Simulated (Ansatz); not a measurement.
`BC(=C)S` + `CSC=N` → `BN=CSC` + `C=CS`  (ligand exchange at a B–C bond)

Computed with Ansatz on PBE0-D4/def2-TZVP structures; ΔE is electronic, products minus reactants. CCSD(T)/CBS is the MP2 limit (def2-TZVPP, def2-QZVPP) plus CCSD(T) − MP2 in def2-TZVPP, frozen cores. This one scheme is used for every species. DFT in def2-TZVPP. B3LYP here is the variant with VWN-RPA as its local correlation; programs differ in this. Each species was taken in one conformer, which may not be the lowest.

| level | ΔE (kJ/mol) | difference from CCSD(T)/CBS |
| --- | --- | --- |
| PBE-D4 | -103.0 | -17.3 |
| r2SCAN-D4 | -100.1 | -14.4 |
| PBE0-D4 | -96.3 | -10.6 |
| B3LYP-D4 | -99.7 | -14.0 |
| ωB97X-V | -87.7 | -2.0 |
| ωB97M-V | -90.3 | -4.6 |
| B2PLYP | -94.8 | -9.1 |
| PBE | -103.7 | -18.0 |
| r2SCAN | -100.0 | -14.3 |
| PBE0 | -96.8 | -11.1 |
| B3LYP | -101.2 | -15.5 |
| HF/def2-TZVPP | -78.2 | 7.5 |
| MP2/def2-TZVPP | -86.9 | -1.2 |
| SCS-MP2/def2-TZVPP | -84.6 | 1.1 |
| CCSD/def2-TZVPP | -85.2 | 0.5 |
| CCSD(T)/def2-TZVPP | -86.1 | -0.4 |
| HF/def2-QZVPP | -78.1 | 7.6 |
| MP2/def2-QZVPP | -86.7 | -1.0 |
| SCS-MP2/def2-QZVPP | -84.3 | 1.4 |
| HF/CBS(def2) | -78.1 | 7.6 |
| MP2/CBS(def2) | -86.5 | -0.8 |
| CCSD/CBS(def2) | -84.9 | 0.8 |
| CCSD(T)/CBS | -85.7 | 0 |

Largest T1 diagnostic among the species: 0.015.

In def2-TZVPP, CCSD(T) changes the Hartree–Fock value by −7.9 kJ/mol (the triples alone add −0.8 kJ/mol) and MP2 by −8.7 kJ/mol. From PBE to PBE0 (25 % exact exchange), in def2-TZVPP and without D4, ΔE moves by +6.9 kJ/mol.
